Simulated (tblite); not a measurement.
Torsional barriers computed with GFN2-xTB (tblite), climbing-image nudged elastic band, gas phase; electronic energies of the top image counted from the start geometry. The bands met a force threshold of 0.05 eV/Å; their tops weren't refined or checked by frequencies and can lie a kcal/mol or more above the method's true saddle points. Atom numbers follow the mapped SMILES.

**Question.** Rank the forward barriers of these bands, lowest first.
A. `[N:1]#[C:2][SiH2:3][N:4]([SiH3:5])[CH:6]1[CH2:7][CH2:8]1`: C2–Si3–N4–C6 from -71° to 40°
B. `[SiH3:1][SiH2:2][N:3]([SiH3:4])[SiH3:5]`: Si1–Si2–N3–Si4 from -82° to 72°
C. `[CH3:1][CH2:2][O:3][CH3:4]`: C1–C2–O3–C4 from -69° to 71°

**Answer.** B (1.2 kcal/mol), A (2.6 kcal/mol), C (4.0 kcal/mol).

| SMILES | ends of the turned bond | barrier (kcal/mol) | end above start (kcal/mol) | dihedral at top (°) | bond at start (Å) | bond at top (Å) | Eyring rate at 298 K (s⁻¹) |
| --- | --- | --- | --- | --- | --- | --- | --- |
| [SiH3][SiH2]N([SiH3])[SiH3] | SiH2 silicon / nitrogen bridging silicon atoms | 1.2 | 0.2 | -10 | 1.755 | 1.757 | 8 × 10^11 |
| N#C[SiH2]N([SiH3])C1CC1 | SiH2 silicon / nitrogen bridging silicon atoms | 2.6 | 0.2 | -20 | 1.729 | 1.730 | 7 × 10^10 |
| CCOC | sp3 carbon bound to oxygen / ether oxygen | 4.0 | 0.0 | 9 | 1.410 | 1.424 | 7 × 10^9 |

Rates take the electronic barrier for the free energy of activation. GFN2-xTB barriers can miss by several kcal/mol, and conformer orders can be wrong, so the ranking may change at better levels.
